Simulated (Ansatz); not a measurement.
Gas-phase electronic energies from Ansatz, PBE0-D4/def2-TZVP geometries. CBS: MP2 limit from def2 TZ/QZ plus the TZ coupled-cluster correction, frozen cores. This one scheme is used for every species. DFT in def2-TZVPP. def2 core potentials past Kr. For Sn outer-core shells are correlated without core-valence functions, which leaves a few kJ/mol of doubt a bond. Each species was taken in one conformer, which may not be the lowest.

Reaction (hydrogenolysis of the Sn–N bond): `CC(C)[NH][Sn]([Cl])([Cl])[Cl]` + H₂ → `[Cl][SnH]([Cl])[Cl]` + `CC(C)N`

| level | ΔE (kcal/mol) |
| --- | --- |
| r2SCAN | -2.8 |
| CCSD(T)/def2-TZVPP | -0.9 |

(1) What does CCSD(T)/CBS give? (An estimate is asked.)

Largest T1 diagnostic among the species: 0.011.

Results:

(1) Ansatz gave: -0.1 kcal/mol. The listed levels differ from it by -2.7, -0.8 kcal/mol.

In def2-TZVPP, CCSD(T) changes the Hartree–Fock value by +10.2 kcal/mol (the triples alone add +2.3 kcal/mol) and MP2 by +13.0 kcal/mol. The D4 term adds +5.6 kcal/mol with B3LYP and +3.3 kcal/mol with PBE0; it sums over pairs of atoms, weighted by their polarisabilities, and B3LYP, whose exchange is more repulsive, gets the larger term. Leaving LDA and LC-ωPBE aside and taking each functional with its dispersion term where it has one, the values, not all of them listed here, spread over 4.5 kcal/mol, from B97M-V to BLYP-D4. LDA lies +1.7 kcal/mol from PBE without D4.

B3LYP here is the variant with VWN-RPA as its local correlation; programs differ in this.
